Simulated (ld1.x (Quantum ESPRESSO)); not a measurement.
Reading a pseudo-wave (tantalum (Ta))

Columns: radius, all-electron u(r) and pseudo u(r) of the 5d shell (level -2.64 eV) of tantalum in the configuration [Kr] 4d10 4f14 5s2 5p6 5d4 6s1 6p0; PBE, scalar-relativistic, TM semilocal scheme, ld1.x (Quantum ESPRESSO) 7.5.

```tsv
r (bohr)	all-electron	pseudo
0.115	0.1873	0.0016
0.230	-0.0403	0.0123
0.345	-0.2625	0.0394
0.460	-0.2579	0.0867
0.575	-0.1167	0.1541
0.690	0.0645	0.2372
0.805	0.2357	0.3284
0.920	0.3781	0.4192
1.035	0.4879	0.5013
1.150	0.5672	0.5690
1.265	0.6209	0.6195
1.380	0.6540	0.6527
1.495	0.6711	0.6705
1.610	0.6761	0.6760
1.725	0.6722	0.6722
1.840	0.6619	0.6619
1.955	0.6471	0.6471
2.070	0.6291	0.6291
2.185	0.6092	0.6092
2.300	0.5880	0.5880
2.415	0.5661	0.5661
2.530	0.5440	0.5440
2.645	0.5219	0.5219
2.760	0.5001	0.5001
2.875	0.4786	0.4786
2.990	0.4577	0.4577
```

(1) How many radial nodes do the two functions have?

(2) At about which radius was the pseudo-wave matched?

(3) Where does each function peak?

(4) Is the pseudo-wave norm-conserving?

Answers

(1) The all-electron 5d function has n − l − 1 = 2; the pseudo-wave has 0, since the states of the same l below it are removed with the core.

(2) 2.10 bohr. The columns agree to 0.0005 from 1.61 bohr on; several derivatives are matched, so the curves merge somewhat inside the radius.

(3) Outermost all-electron maximum near 1.61 bohr, pseudo maximum near 1.61 bohr (to the table’s step).

(4) Yes: the TM semilocal scheme keeps the norm inside the radius equal to the all-electron one, which fixes the energy derivative of the logarithmic derivative at the level.
